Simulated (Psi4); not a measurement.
CH4S, charge +1, doublet, at a GFN2-xTB geometry (a state made from the parent by changing its charge; the spin is typed, not shown lowest). Base run: MP2/aug-cc-pVDZ run with Psi4.

Input for Psi4:
```
memory 2 GB

molecule mol {
1 2
  C    -0.073882    1.119810    0.010353
  S    -0.041344   -0.650098   -0.006703
  H     1.309198   -0.804870    0.002888
  H    -1.108580    1.459369    0.005168
  H     0.444890    1.505535    0.894568
  H     0.459297    1.522683   -0.857495
}

set basis aug-cc-pvdz
set reference uhf

energy('mp2')
print_variables()
```

Variants of this job, named by their change:

| change | ΔE vs base (mEh) | MP2 correlation (Eh) | basis functions | core-seconds (rough) |
|---|---|---|---|---|
| base | 0.000 | -0.27753 | 86 | 2 |
| puream = off | -11.833 | -0.28881 | 90 | 2 |
| cc_type = df | 0.000 | -0.27753 | 86 | 3 |
| method = mp3 | -32.292 | -0.27753 | 86 | 4 |
| method = ccsd(t) | -47.209 | -0.27762 | 86 | 100 |
| scf_type = pk; mp2_type = conv | -0.143 | -0.27762 | 86 | 7 |
| method = lccd | -45.132 | -0.27762 | 86 | 30 |
| method = ccsd | -37.789 | -0.27762 | 86 | 50 |
| freeze_core = on | 11.421 | -0.26611 | 86 | 2 |
| puream = on | 0.000 | -0.27753 | 86 | 2 |

Open shells are given as the SCF converged; they aren't shown to be the lowest states, and a large step between rows can be another state.
